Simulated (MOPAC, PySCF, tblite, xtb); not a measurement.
System: O2Zr, singlet: map of symmetric stretch and bend. Scanned: Zr-O bond length and O-Zr-O angle.

Levels: GFN2-xTB, 300 K electronic temperature (tblite); RHF/def2-SVP, def2 effective core potentials past Kr (PySCF); PBE/def2-SVP, def2 effective core potentials past Kr (PySCF); M06-2X/def2-SVP, def2 effective core potentials past Kr (PySCF); PM7, restricted, heats of formation (MOPAC); GFN1-xTB (xtb); RHF/3-21G = restricted Hartree-Fock/3-21G (PySCF); RKS-B3LYP/LANL2DZ = restricted B3LYP/LANL2DZ, with its core potentials past Ne in PySCF; RHF/LANL2DZ = restricted Hartree-Fock/LANL2DZ, with its core potentials past Ne run with PySCF.

Energies in mEh at chosen points (x: Zr-O bond length (Å); y: O-Zr-O angle (°)), relative to x = 1.78, y = 110.91:

```json
[
 {"method": "GFN2-xTB", "(2.23, 93.64)": "106.3", "(1.51, 102.27)": "152.1", "(2.31, 102.27)": "129.6", "(2.05, 180)": "87.5", "(2.14, 145.45)": "95.7", "(2.31, 145.45)": "146.2", "(2.14, 119.55)": "78.8"},
 {"method": "RHF", "(2.23, 93.64)": "266.5", "(1.51, 102.27)": "155.9", "(2.31, 102.27)": "310.2", "(2.05, 180)": "132.4", "(2.14, 145.45)": "174.1", "(2.31, 145.45)": "294.1", "(2.14, 119.55)": "174.0"},
 {"method": "PBE", "(2.23, 93.64)": "172.4", "(1.51, 102.27)": "175.3", "(2.31, 102.27)": "206.5", "(2.05, 180)": "131.3", "(2.14, 145.45)": "135.6", "(2.31, 145.45)": "216.5", "(2.14, 119.55)": "118.1"},
 {"method": "M06-2X", "(2.23, 93.64)": "226.2", "(1.51, 102.27)": "155.4", "(2.31, 102.27)": "267.2", "(2.05, 180)": "142.1", "(2.14, 145.45)": "164.7", "(2.31, 145.45)": "267.3", "(2.14, 119.55)": "153.8"},
 {"method": "PM7", "(2.23, 93.64)": "164.1", "(1.51, 102.27)": "156.5", "(2.31, 102.27)": "202.6", "(2.05, 180)": "130.0", "(2.14, 145.45)": "134.1", "(2.31, 145.45)": "225.2", "(2.14, 119.55)": "109.1"},
 {"method": "GFN1-xTB", "(2.23, 93.64)": "176.2", "(1.51, 102.27)": "203.7", "(2.31, 102.27)": "207.4", "(2.05, 180)": "74.5", "(2.14, 145.45)": "112.9", "(2.31, 145.45)": "194.0", "(2.14, 119.55)": "116.5"},
 {"method": "RHF/3-21G", "(2.23, 93.64)": "263.0", "(1.51, 102.27)": "173.2", "(2.31, 102.27)": "308.6", "(2.05, 180)": "163.5", "(2.14, 145.45)": "198.6", "(2.31, 145.45)": "314.5", "(2.14, 119.55)": "186.4"},
 {"method": "RKS-B3LYP/LANL2DZ", "(2.23, 93.64)": "162.0", "(1.51, 102.27)": "215.9", "(2.31, 102.27)": "197.4", "(2.05, 180)": "121.0", "(2.14, 145.45)": "125.5", "(2.31, 145.45)": "208.1", "(2.14, 119.55)": "107.4"},
 {"method": "RHF/LANL2DZ", "(2.23, 93.64)": "220.1", "(1.51, 102.27)": "204.5", "(2.31, 102.27)": "260.9", "(2.05, 180)": "117.3", "(2.14, 145.45)": "148.9", "(2.31, 145.45)": "257.1", "(2.14, 119.55)": "141.6"}
]
```
